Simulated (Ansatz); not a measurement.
Cu₃O₄: single points at one geometry.

```yaml
crystal:
  periodic: [false, false, false]
  atoms:
    - {symbol: Cu, position_ang: [-0.831520, 1.075223, -0.160087]}
    - {symbol: Cu, position_ang: [1.892417, -0.218475, 0.005052]}
    - {symbol: Cu, position_ang: [-0.247004, -1.639928, 0.081014]}
    - {symbol: O, position_ang: [1.010789, 1.230779, -0.466736]}
    - {symbol: O, position_ang: [-1.403876, -0.564951, -0.768973]}
    - {symbol: O, position_ang: [-1.919515, 2.014361, 0.845135]}
    - {symbol: O, position_ang: [1.498708, -1.897000, 0.464596]}
basis:
  gaussian: {orbitals: def2-TZVP, initial_orbitals: start.molden}
magnetization: {spin_polarized: true, initial_magnetization: 1}
hamiltonian: {xc: pbe, dispersion: d4}
scf: {omitted_lower_state_checks: [starts]}
output: {forces: true, orbitals: {seedname: orbitals}}
```

The file start.molden holds the orbitals of an earlier run on this structure, at another level or in another basis.

```sh
$ ansatz run in.yaml --threads 4 --pin off --events-out ev --progress --plain --max-ram 4787MiB
```

Shortened log:

```
Functional definition: PBE
1963 factors; their error is unknown
mean field evaluation 1: about -142082.5092 eV, gradient 1.2e1 eV
mean field evaluation 2: about -142083.4678 eV, gradient 2.0e0 eV
mean field evaluation 4: about -142083.7155 eV, gradient 2.6e-1 eV
mean field evaluation 8: about -142083.6666 eV, gradient 9.8e-2 eV
mean field evaluation 16: about -142083.7696 eV, gradient 1.5e0 eV
mean field evaluation 32: about -142083.8499 eV, gradient 4.0e-6 eV
mean field -142083.84994927 eV, -5221.4851777430 hartree, gradient 4.0e-6 eV, S^2 2.175296; 0 other end points of the search recorded, 0 dependent functions left out
reference -142083.85001394 eV, -5221.4851801197 hartree; 60, 59 occupied and 199, 200 virtual orbitals, 1963 factors
Total energy: -142084.13035490 eV, -5221.4954824602 hartree
Atom 0 at    -0.831520     1.075223    -0.160087 Å, force    -0.146859     0.084899     0.171313 eV/Å
Atom 1 at     1.892417    -0.218475     0.005052 Å, force    -0.142418    -0.033614    -0.010081 eV/Å
Atom 2 at    -0.247004    -1.639928     0.081014 Å, force     0.025009     0.075334    -0.064901 eV/Å
Atom 3 at     1.010789     1.230779    -0.466736 Å, force    -0.129064    -0.213099     0.083675 eV/Å
Atom 4 at    -1.403876    -0.564951    -0.768973 Å, force     0.263852     0.089312     0.190119 eV/Å
Atom 5 at    -1.919515     2.014361     0.845135 Å, force     0.262535    -0.235025    -0.270537 eV/Å
Atom 6 at     1.498708    -1.897000     0.464596 Å, force    -0.133054     0.232194    -0.099589 eV/Å
Dipole moment:     0.428828    -0.280021    -0.010711 e Å
Checks for a lower state left out: starts
```

Hardware: 4 threads of Arm Neoverse V1 on a shared host. Wall time 25 s, peak host memory 1 GiB.

The first input with `correlation: {method: mp2, frozen_orbitals: {Cu: 9, O: 1}}`, `output: {orbitals: {seedname: orbitals}}` and without the key `hamiltonian` (abridged; 70 s):

```
Functional definition: HF
mean field -141942.19598387 eV, -5216.2794905311 hartree, gradient 3.0e-6 eV, S^2 2.784665
31 core orbitals not correlated: weight in the atoms' cores, before any rotation towards them, 1.000 or more for the frozen orbitals, at most 0.000 for the correlated occupied ones
second order -54.96133913 eV of doubles, -0.00000000 eV of singles
Total energy: -141997.15732300 eV, -5218.2992824901 hartree
Checks for a lower state left out: starts
```

First input, but with `hamiltonian: {xc: hse06, dispersion: d4}`, `output: {orbitals: {seedname: orbitals}}` (abridged; 40 s):

```
Functional definition: HSE06
the host lacks memory for fits, so the integrals are decomposed
mean field -142080.18125654 eV, -5221.3503557719 hartree, gradient 5.0e-6 eV, S^2 2.669314
Total energy: -142080.40875782 eV, -5221.3587162899 hartree
Checks for a lower state left out: starts
```

As the first input, with `hamiltonian: {xc: pbe0, dispersion: d4}`, `output: {orbitals: {seedname: orbitals}}` (abridged; 2.6 min):

```
Functional definition: PBE0
mean field evaluation 16: about -142080.7499 eV, gradient 1.0e-2 eV
mean field -142080.74987577 eV, -5221.3712521434 hartree, gradient 8.4e-6 eV, S^2 2.674116
Total energy: -142080.98944039 eV, -5221.3800559808 hartree
Checks for a lower state left out: starts
```

First input, but with `hamiltonian: {xc: r2scan, dispersion: d4}`, `output: {orbitals: {seedname: orbitals}}` (abridged; 74 s):

```
Functional definition: r2SCAN
mean field evaluation 16: about -142106.7315 eV, gradient 2.3e-5 eV
mean field -142106.73151160 eV, -5222.3260596491 hartree, gradient 2.2e-6 eV, S^2 2.409193
Total energy: -142106.79438019 eV, -5222.3283700271 hartree
Checks for a lower state left out: starts
```

The first input with `hamiltonian: {xc: {name: PBE-QIDH}}`, `correlation: {frozen_orbitals: {Cu: 9, O: 1}}` and without the key `output` (abridged; 97 s):

```
Functional definition: PBE-QIDH
mean field evaluation 16: about -142033.8666 eV, gradient 2.4e-6 eV
mean field -142033.86664607 eV, -5219.6483252303 hartree, gradient 2.6e-6 eV, S^2 2.768046
31 core orbitals not correlated: weight in the atoms' cores, before any rotation towards them, 1.000 or more for the frozen orbitals, at most 0.000 for the correlated occupied ones
second order -63.64565486 eV of doubles, -0.00000000 eV of singles
Total energy: -142055.08188337 eV, -5220.4279708211 hartree
Checks for a lower state left out: starts
```

Geometry: PBE-D4/def2-SVP.

HSE06 is defined as in plane-wave codes, on full-range PBE exchange. Correlated methods freeze 31 core orbitals. At PBE-D4/def2-TZVP, MP2/def2-TZVP, HSE06-D4/def2-TZVP, PBE0-D4/def2-TZVP and others the charge 0 doublet is spin-contaminated (final ⟨S²⟩ up to 2.78, 0.75 for a pure state). No other spin state of charge 0 was run. The geometry of the doublet was relaxed on an unsound state (⟨S²⟩ 2.21, where a pure state has 0.75). Another isomer (doublet) lies 2.11 eV lower at PBE0-D4/def2-TZVP; other spin states weren't run for this one.
